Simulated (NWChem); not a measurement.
Species: SnBr₄; SMILES [Br][Sn]([Br])([Br])[Br]

Not confirmed as a minimum by frequencies. def2 effective core potentials on Sn; no spin-orbit coupling.

### Question
Give the equilibrium geometry at PBE0/def2-SVP with def2 effective core potentials on Sn (NWChem) as a list of bonds and angles, with the point group.

### Answer
point group Td; any orientation.
Bond lengths (Å): Br1–Sn2 2.467, Sn2–Br3 2.467, Sn2–Br4 2.467, Sn2–Br5 2.467. Bond angles (°): Br1–Sn2–Br3 109.5, Br1–Sn2–Br4 109.5, Br1–Sn2–Br5 109.5, Br3–Sn2–Br4 109.5, Br3–Sn2–Br5 109.5, Br4–Sn2–Br5 109.5.
